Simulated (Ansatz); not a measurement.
Gas-phase electronic energies from Ansatz, PBE0-D4/def2-TZVP geometries. CCSD(T)/CBS is the MP2 limit (def2-TZVPP, def2-QZVPP) plus CCSD(T) − MP2 in def2-TZVPP, frozen cores. Functionals use def2-TZVPP. For Ge outer-core shells are correlated without core-valence functions, which leaves a few kJ/mol of doubt a bond. Scalar relativity is left out up to krypton. One conformer a species, not always the lowest.

`[OH][GeH3]` + `CB[SiH2]SC` → `C[BH][GeH3]` + `CS[SiH2]O`  (redistribution)

```csv
level,ΔE (eV)
BHLYP-D4,-0.92
revPBE,-0.84
r2SCAN,-0.93
r2SCAN0,-0.94
HF/def2-SVP,-0.80
CCSD(T)/def2-SVP,-0.74
HF/def2-TZVPP,-0.91
SCS-MP2/def2-TZVPP,-0.90
```

**Question.** What does CCSD(T)/CBS give? (Estimate.)

**Answer.** Computed: -0.95 eV. The listed levels differ from it by 0.03, 0.11, 0.02, 0.01, 0.15, 0.21, 0.04, 0.05 eV.

Largest T1 diagnostic among the species: 0.012.

From BLYP to BHLYP (50 % exact exchange), in def2-TZVPP and without D4, ΔE moves by −0.04 eV. At CCSD(T), def2-SVP lies +0.20 eV from the extrapolated value and def2-TZVPP +0.04 eV.
